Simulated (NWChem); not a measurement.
System meant: NH3TeSe; SMILES N[Te][SeH]

The following NWChem deck was run.

```
start job
memory heap 200 mb stack 900 mb global 1100 mb
geometry units angstroms noautoz
  Te     0.261355    -0.810820    -0.007493
  N     -1.697249    -1.340094    -0.019304
  H     -1.982441    -1.850227     0.812008
  H     -1.977796    -1.828528    -0.865100
  Se     0.046159     1.709248    -0.036146
  H     -0.028316     1.888532     1.426078
end
basis spherical
  * library def2-svp
end
dft
  xc b3lyp
  iterations 150
  mulliken
end
task dft energy
```

End of the output:

```
             Grid Information
             ----------------
          Grid used for XC integration:  medium
          Radial quadrature: Mura-Knowles
          Angular quadrature: Lebedev.
          Tag              B.-S. Rad. Rad. Pts. Rad. Cut. Ang. Pts.
          ---              ---------- --------- --------- ---------
          Te                  1.40      123          10.0       590
          N                   0.65       49          10.0       434
          H                   0.35       45          12.0       434
          Se                  1.15      112          11.0       590
          Grid pruning is: on
          Number of quadrature shells:   419
          Spatial weights used:  Erf1

          Convergence Information
          -----------------------
          Convergence aids based upon iterative change in
          total energy or number of iterations.
          Levelshifting, if invoked, occurs when the
          HOMO/LUMO gap drops below (HL_TOL):  1.00D-02
          DIIS, if invoked, will attempt to extrapolate
          using up to (NFOCK): 10 stored Fock matrices.

                    Damping( 0%)  Levelshifting(0.5)       DIIS
                  --------------- ------------------- ---------------
          dE  on:    start            ASAP                start
          dE off:    2 iters        150 iters           150 iters

      Screening Tolerance Information
      -------------------------------
          Density screening/tol_rho:  1.00D-10
          AO Gaussian exp screening on grid/accAOfunc:  14
          CD Gaussian exp screening on grid/accCDfunc:  20
          XC Gaussian exp screening on grid/accXCfunc:  20
          Schwarz screening/accCoul:  1.00D-08

      Superposition of Atomic Density Guess
      -------------------------------------

      charge =      52.0 Te (Tellurium)

      symmetry species            s     p     d     f
      number of basis functions =10     7     6
      number of cont. functions = 4     4     2
      number of closed shells   = 5     3     2
      number of open shells     = 0     1     0
      open shell occupation     = 0     4     0
 ------------------------------------------------------------------------
 atomscf:atomd: error in atom scf                   0
 ------------------------------------------------------------------------
 ------------------------------------------------------------------------
  current input line :
    19: task dft energy
 ------------------------------------------------------------------------
 ------------------------------------------------------------------------
 This error has not yet been assigned to a category
 ------------------------------------------------------------------------
 For more information see the NWChem manual at https://nwchemgit.github.io

0:atomscf:atomd: error in atom scf:Received an Error in Communication
```

**Question.** Can this run be used? If not, why, and what is the fix?

**Answer.** The run crashed. Cause: the def2 basis of a heavy element holds valence functions alone and wants its effective core potential (without it all electrons must fit into that basis). This input runs:
```
start job
memory heap 200 mb stack 900 mb global 1100 mb
geometry units angstroms noautoz
  Te     0.261355    -0.810820    -0.007493
  N     -1.697249    -1.340094    -0.019304
  H     -1.982441    -1.850227     0.812008
  H     -1.977796    -1.828528    -0.865100
  Se     0.046159     1.709248    -0.036146
  H     -0.028316     1.888532     1.426078
end
basis spherical
  Te library def2-svp
  N library def2-svp
  H library def2-svp
  Se library def2-svp
end
ecp
  Te library def2-ecp
end
dft
  xc b3lyp
  iterations 150
  mulliken
end
task dft energy
```
It converges to -2725.91638 Ha (B3LYP/def2-SVP with def2 effective core potentials on Te).
